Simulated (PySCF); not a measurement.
Species: C3H12O2Si2.
Structure used (PBE0-D3(BJ)/def2-SVP), in Å, numbered top down from 1:
```xyz
19
C3H12O2Si2 angstrom
C     -3.1023    0.1403   -1.0319
O     -3.1016   -0.0227    0.3577
Si    -1.8764   -0.7041    1.2387
O     -0.4980    0.2148    1.2923
C      0.5225    0.2424    0.3253
C      1.8837    0.2122    0.9922
Si     3.3492    0.3034   -0.1932
H     -2.4550    0.9789   -1.3461
H     -2.7639   -0.7706   -1.5614
H     -4.1273    0.3629   -1.3662
H     -1.5164   -2.0215    0.6198
H     -2.3826   -0.8052    2.6245
H      0.4170    1.1604   -0.2822
H      0.4276   -0.6145   -0.3720
H      1.9757   -0.7104    1.5906
H      1.9559    1.0515    1.7046
H      3.3043    1.5686   -0.9910
H      4.6291    0.2642    0.5761
H      3.3272   -0.8491   -1.1477
```

The closed-shell ground state was solved at several levels (PySCF, density fitting, gas phase, non-relativistic).

```
            level  basis functions  HOMO (eV)  LUMO (eV)  gap (eV)  dipole (D)
   B3LYP/pcSseg-1              193      -7.85       0.52      8.37        1.62
wB97X-D/def2-SVPD              250     -10.08       1.91     11.99        1.44
```

Problem. What might PBE0/pcSseg-1 (193 basis functions) give for the same quantities?

Solution. HOMO -8.12 eV, LUMO 0.76 eV, gap 8.88 eV, dipole 1.63 D.

Problem. Over all these levels, which gives the widest orbital gap and which the narrowest?

Solution. wB97X-D/def2-SVPD (range-separated hybrid) has the widest, 11.99 eV, and B3LYP/pcSseg-1 (global hybrid, 20 % exact exchange) the narrowest, 8.37 eV. Functional and basis both differ between the two, so the spread mixes both effects.

Problem. How far do the dipole and the HOMO energy spread over the levels?

Solution. The dipole runs from 1.44 to 1.63 D (mean 1.57 D) and the HOMO from -10.08 to -7.85 eV.

One conformer stands for the species.
